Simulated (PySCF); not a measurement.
# `InChI=1S/C10H14O/c11-9-10-7-5-3-1-2-4-6-8-10/h5,9H,1-4,6,8H2`

Geometry:
```csv
atom,x (Å),y (Å),z (Å)
O1,3.184,-2.208,-1.043
C2,2.884,-1.095,-0.687
C3,1.726,-0.789,0.183
C4,1.482,0.479,0.467
C5,1.123,1.712,0.711
C6,0.139,2.478,-0.150
C7,-1.278,1.893,-0.180
C8,-1.350,0.439,-0.663
C9,-1.366,-0.627,0.449
C10,-0.583,-1.908,0.132
C11,0.854,-1.927,0.663
H12,3.477,-0.200,-1.002
H13,1.531,2.203,1.605
H14,0.102,3.521,0.200
H15,0.525,2.514,-1.183
H16,-1.739,1.977,0.819
H17,-1.878,2.539,-0.841
H18,-2.250,0.306,-1.285
H19,-0.505,0.251,-1.347
H20,-2.414,-0.884,0.670
H21,-0.974,-0.195,1.384
H22,-0.576,-2.080,-0.958
H23,-1.099,-2.779,0.566
H24,0.829,-1.914,1.765
H25,1.354,-2.859,0.361
```

Method used: TDDFT CAM-B3LYP/def2-SVP circular dichroism and optical rotation, one conformer, gas phase (PySCF 2.14.0). Geometry: PBE0-D3(BJ)/def2-SVP.

No stereocentre is labelled: unless the shape is locked (an allene, a helicene, a hindered biaryl), the mirror image is equally populated and a measured rotation or CD is zero.

Draw the ECD and absorption spectra from the lowest 12 states, each a Gaussian of half-width 0.2 eV at 1/e height.


```tsv
E (eV)	λ (nm)	Δε (L mol⁻¹ cm⁻¹)	ε (L mol⁻¹ cm⁻¹)
3.48	356	0.00	0
3.58	346	+0.02	0.311
3.68	337	+0.09	1.79
3.78	328	+0.32	6.26
3.88	320	+0.69	13.2
3.98	312	+0.88	17
4.08	304	+0.69	13.2
4.18	297	+0.32	6.26
4.28	290	+0.09	1.79
4.38	283	+0.02	0.312
4.48	277	0.00	0
4.58	271	+0.01	0
4.68	265	+0.08	0.223
4.78	259	+0.45	1.28
4.88	254	+1.56	4.47
4.98	249	+3.30	9.47
5.08	244	+4.24	12.2
5.18	239	+3.30	10.6
5.28	235	+1.61	25.8
5.38	230	+0.99	235
5.48	226	+3.53	1550
5.58	222	+12.84	6310
5.68	218	+26.71	15700
5.78	215	+27.32	24100
5.88	211	+4.76	23200
5.98	207	-16.90	14200
6.08	204	-17.27	5610
6.18	201	-7.71	1470
6.28	197	-1.85	277
6.38	194	+0.08	283
6.48	191	+2.33	1740
6.58	188	+9.80	7240
6.68	186	+24.74	18300
6.78	183	+37.85	27900
6.88	180	+35.14	25900
6.98	178	+19.80	14600
7.08	175	+6.92	5040
7.18	173	+2.07	1340
7.28	170	+0.79	1210
7.38	168	-5.55	2450
7.48	166	-23.75	3650
7.58	164	-43.21	3850
7.68	161	-44.04	3240
7.78	159	-29.85	2820
7.88	157	-19.98	3110
7.98	155	-22.54	4300
8.08	153	-35.46	6690
```
Δε uses R in velocity form, ε uses f in length form. Only the states computed contribute, so the short-wavelength end is incomplete.

The sign of the CD band at 160 nm isn't settled: the length form gives the opposite one.
